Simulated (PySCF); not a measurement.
# What a mistake does to a calculation on BCH8NSi

Calculated results; nothing here was measured. They come from PySCF 2.14.0, an open-source quantum chemistry program, on an isolated molecule that a program drew, which may never have been made. The molecule is BCH8NSi (charge 0, singlet), drawn as the SMILES string `CNB[SiH3]`.

Each row is a Hartree-Fock (HF) and frozen-core CCSD(T) single point in the cc-pV(D+d)Z basis, meant for a local HF minimum. Run 1 is clean. Each other run has one planted mistake out of seven kinds, and not every kind appears here: one electron removed, one electron added, multiplicity raised by two, geometry at a saddle point, minimal basis STO-3G, one bond length entered in bohr, all coordinates scaled. The reference is restricted for singlets and unrestricted otherwise, and also for a bond in bohr. Adding or removing an electron swaps singlet and doublet. Electrons count all cores. HOMO and LUMO are orbital energies over both spins, the gradient is its largest component, and the lowest frequency (negative if imaginary) is given only where the gradient is small. Bond lengths are over the 11 bonds as drawn. T1 is the CCSD diagnostic: over 0.02 (restricted) or 0.045 (unrestricted) a single reference is doubtful.

Geometry of the clean run:
```xyz
12
BCH8NSi, angstrom
C    -1.2740    1.4867   -0.9125
N    -0.9415    0.7271   -2.0983
B    -0.4003   -0.5467   -2.2026
Si    0.0855   -1.7247   -0.5940
H    -1.0366    0.9127   -0.0190
H    -2.3390    1.7298   -0.8832
H    -0.7111    2.4224   -0.8706
H    -1.1430    1.2180   -2.9472
H    -0.2173   -0.9572   -3.3212
H    -1.1021   -2.0230    0.2535
H     1.0914   -1.0727    0.2895
H     0.6554   -3.0235   -1.0352
```

| run | electrons | basis functions | <S^2> | HOMO (eV) | LUMO (eV) | gradient (hartree/bohr) | lowest frequency (cm^-1) | mean bond (Å) | longest bond (Å) | T1 | HF (hartree) | CCSD(T) (hartree) | mistake |
|---|---|---|---|---|---|---|---|---|---|---|---|---|---|
| 1 | 40 | 105 | 0.000 | -10.62 | 3.09 | 1.1e-05 | 22 | 1.3483 | 2.052 | 0.0143 | -410.62074 | -411.20627 | no fault |
| 2 | 40 | 105 | 0.000 | -10.51 | 2.81 | 3.9e-02 | - | 1.4211 | 2.163 | 0.0160 | -410.59232 | -411.18800 | all coordinates scaled |
| 3 | 40 | 105 | 0.713 | -10.05 | 2.47 | 2.8e-02 | - | 1.4367 | 2.065 | 0.0524 | -410.49804 | -411.08117 | one bond length entered in bohr |
| 4 | 41 | 105 | 0.759 | 1.42 | 8.85 | 7.6e-02 | - | 1.3483 | 2.052 | 0.0134 | -410.53607 | -411.13697 | ? |
| 5 | 40 | 105 | 2.010 | -5.28 | -1.20 | 4.4e-02 | - | 1.3483 | 2.052 | 0.0190 | -410.43839 | -411.01085 | ? |

**Which mistake was planted in run 4, and what did it cost?**

It counts 41 electrons, one more than the clean run, at the same geometry and basis. So the mistake is: one electron added. Subtracting run 1 and multiplying by 627.51 kcal/mol a hartree, the energy moved by 53.1 kcal/mol in HF and 43.5 kcal/mol in CCSD(T).

**Which mistake was planted in run 5, and what did it cost?**

Electrons, basis and geometry are unchanged, and <S^2> is 2.010, beside S(S+1) = 2.00 for a multiplicity of 3. So the mistake is: multiplicity raised by two. Subtracting run 1 and multiplying by 627.51 kcal/mol a hartree, the energy moved by 114.4 kcal/mol in HF and 122.6 kcal/mol in CCSD(T).

Cautions from the logs. Run 3: T1 is over the limit, so its CCSD(T) energy is less reliable; run 4: the HOMO is above zero, so the electron isn't bound and the energy depends on the basis.
